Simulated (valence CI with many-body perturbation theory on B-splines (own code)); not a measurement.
Ni XXIII: calculated level list

Calculated by configuration interaction combined with many-body perturbation theory (CI+MBPT): four valence electrons over a frozen Dirac-Fock core [He], a basis of 11 s, 11 p, 9 d, 7 f, 5 g, 2 h, 1 i functions for each j, with the one-electron correlation potential Σ1, the two-electron term Σ2, the three-electron term Σ3, Breit, model QED; selected CI, second order for the rest (own B-spline code, finite nucleus).

No measured levels were compared; by estimate levels of excited configurations hold to 0.05 to 0.15 % of their energy, terms of the ground configuration to about 0.5 %. Among the levels kept, up to 270 cm⁻¹ of a level comes from second order outside the variational space, and about a tenth of that is noise between levels of different J, which matters for small intervals.

Levels 46 to 90 of 114, with energies above the lowest level, 2s²2p² ³P_0. "Leading %" is the weight of the configuration and term that name the level; weights of strongly mixed levels are sums over their largest components and can fall short. In the jj column 3d3/2^4 stands for four electrons in 3d with j = 3/2.

```
No.  Configuration  Term  J  E (eV)  Leading %  Second component                   Leading jj      g
 46        2s²2p3d   ³D°  3  1212.6         68  24 % 2s²2p3d ³F°      2s^2 2p3/2 3d3/2 (51 %)  1.251
 47        2s2p²3p   ⁵D°  0  1213.6         69  20 % 2s²2p3d ³P°      2s 2p1/2^2 3p1/2 (51 %)       
 48        2s2p²3p   ⁵D°  1  1213.9         32  26 % 2s²2p3d ³P°      2s^2 2p3/2 3d3/2 (37 %)  1.508
 49        2s²2p3d   ³P°  2  1214.7         50  40 % 2s²2p3d ³D°      2s^2 2p3/2 3d5/2 (60 %)  1.331
 50        2s²2p3d   ³P°  1  1215.3         45  23 % 2s2p²3p ⁵D°      2s^2 2p3/2 3d3/2 (54 %)  1.441
 51        2s²2p3d   ³P°  0  1215.5         76  20 % 2s2p²3p ⁵D°      2s^2 2p3/2 3d3/2 (76 %)       
 52        2s2p²3s    ³P  2  1218.5         80    6 % 2s2p²3s ³D     2s 2p1/2 2p3/2 3s (66 %)  1.449
 53        2s2p²3p   ⁵D°  2  1220.8         67  24 % 2s2p²3p ⁵P°      2s 2p1/2^2 3p3/2 (48 %)  1.585
 54        2s²2p3d   ¹F°  3  1222.1         81  12 % 2s²2p3d ³D°      2s^2 2p3/2 3d5/2 (54 %)  1.044
 55        2s2p²3p   ³S°  1  1222.1         28  26 % 2s2p²3p ⁵D°  2s 2p1/2 2p3/2 3p1/2 (41 %)  1.503
 56        2s²2p3d   ¹P°  1  1223.1         52  13 % 2s2p²3p ³S°      2s^2 2p3/2 3d5/2 (57 %)  1.315
 57        2s2p²3p   ³D°  1  1227.0         42  37 % 2s2p²3p ⁵P°      2s 2p1/2^2 3p3/2 (40 %)  1.416
 58        2s2p²3p   ⁵P°  2  1228.2         44  25 % 2s2p²3p ⁵D°  2s 2p1/2 2p3/2 3p1/2 (62 %)  1.626
 59        2s2p²3p   ⁵D°  3  1229.2         84  14 % 2s2p²3p ⁵P°  2s 2p1/2 2p3/2 3p3/2 (82 %)  1.513
 60        2s2p²3p   ³D°  1  1232.8         44  31 % 2s2p²3p ⁵P°  2s 2p1/2 2p3/2 3p3/2 (82 %)  1.467
 61        2s2p²3p   ⁵P°  3  1234.3         58  29 % 2s2p²3p ³D°  2s 2p1/2 2p3/2 3p1/2 (49 %)  1.531
 62        2s2p²3p   ³D°  2  1237.1         73  13 % 2s2p²3p ⁵P°  2s 2p1/2 2p3/2 3p3/2 (77 %)  1.309
 63        2s2p²3p   ⁵D°  4  1237.1         92   8 % 2s2p²3p ³F°  2s 2p1/2 2p3/2 3p3/2 (60 %)  1.478
 64        2s2p²3s    ³D  1  1237.5         91                       2s 2p1/2 2p3/2 3s (82 %)  0.545
 65        2s2p²3s    ³D  2  1239.0         80    8 % 2s2p²3s ³P     2s 2p1/2 2p3/2 3s (73 %)  1.184
 66        2s2p²3p   ³P°  0  1241.6         91   7 % 2s2p²3p ⁵D°  2s 2p1/2 2p3/2 3p3/2 (87 %)       
 67        2s2p²3p   ⁵S°  2  1241.9         74  12 % 2s2p²3p ⁵P°  2s 2p1/2 2p3/2 3p1/2 (51 %)  1.902
 68        2s2p²3s    ³D  3  1242.0         89    8 % 2s2p²3s ⁵P         2s 2p3/2^2 3s (60 %)  1.356
 69        2s2p²3d    ⁵F  1  1244.3         83    8 % 2s2p²3d ⁵D      2s 2p1/2^2 3d3/2 (62 %)  0.176
 70        2s2p²3d    ⁵F  2  1245.5         66   20 % 2s2p²3d ⁵D      2s 2p1/2^2 3d3/2 (43 %)  1.147
 71        2s2p²3p   ³D°  3  1245.8         64  24 % 2s2p²3p ⁵P°      2s 2p3/2^2 3p3/2 (45 %)  1.385
 72        2s2p²3p   ³P°  2  1246.0         77   9 % 2s2p²3p ³D°  2s 2p1/2 2p3/2 3p3/2 (72 %)  1.460
 73        2s2p²3p   ³P°  1  1246.0         69  14 % 2s2p²3p ³S°  2s 2p1/2 2p3/2 3p3/2 (57 %)  1.478
 74        2s2p²3d    ⁵F  3  1248.4         50   32 % 2s2p²3d ⁵D      2s 2p1/2^2 3d5/2 (53 %)  1.374
 75        2s2p²3s    ¹D  2  1249.3         80   11 % 2s2p²3s ³P         2s 2p3/2^2 3s (54 %)  1.066
 76        2s2p²3s    ³P  1  1252.6         45   32 % 2s2p²3s ³S     2s 2p1/2 2p3/2 3s (57 %)  1.608
 77        2s2p²3s    ³P  0  1253.4         78   18 % 2s2p²3s ¹S     2s 2p1/2 2p3/2 3s (65 %)       
 78        2s2p²3d    ⁵F  4  1255.8         71   26 % 2s2p²3d ⁵D  2s 2p1/2 2p3/2 3d5/2 (87 %)  1.383
 79        2s2p²3d    ⁵D  2  1256.6         31   27 % 2s2p²3d ⁵F  2s 2p1/2 2p3/2 3d3/2 (73 %)  1.381
 80        2s2p²3d    ⁵D  0  1256.7         93    5 % 2s2p²3d ³P  2s 2p1/2 2p3/2 3d3/2 (94 %)       
 81        2s2p²3d    ⁵D  1  1256.8         75   10 % 2s2p²3d ⁵F  2s 2p1/2 2p3/2 3d3/2 (88 %)  1.397
 82        2s2p²3d    ⁵F  3  1257.7         43   32 % 2s2p²3d ⁵P  2s 2p1/2 2p3/2 3d3/2 (40 %)  1.423
 83        2s2p²3d    ³F  2  1258.8         41   22 % 2s2p²3d ³P      2s 2p1/2^2 3d5/2 (36 %)  1.097
 84        2s2p²3p   ³F°  2  1262.6         63  27 % 2s2p²3p ¹D°  2s 2p1/2 2p3/2 3p1/2 (86 %)  0.809
 85        2s2p²3d    ⁵F  5  1262.8         93    7 % 2s2p²3d ³G  2s 2p1/2 2p3/2 3d5/2 (60 %)  1.383
 86        2s2p²3d    ⁵D  4  1263.8         59   24 % 2s2p²3d ⁵F  2s 2p1/2 2p3/2 3d5/2 (36 %)  1.416
 87        2s2p²3d    ³F  2  1264.5         50   32 % 2s2p²3d ³P  2s 2p1/2 2p3/2 3d5/2 (78 %)  1.086
 88        2s2p²3d    ⁵P  3  1266.5         46   24 % 2s2p²3d ³F  2s 2p1/2 2p3/2 3d3/2 (40 %)  1.459
 89        2s2p²3p   ³D°  1  1267.5         66  19 % 2s2p²3p ¹P°  2s 2p1/2 2p3/2 3p1/2 (76 %)  0.718
 90        2s2p²3d    ³P  1  1268.3         68   14 % 2s2p²3d ³D  2s 2p1/2 2p3/2 3d5/2 (70 %)  1.350
```

Names give the largest LS component (configuration and term), which can be under half, so a name can repeat, a term be missing and a line seem to break the LS rules; names also repeat where a configuration has a term twice.
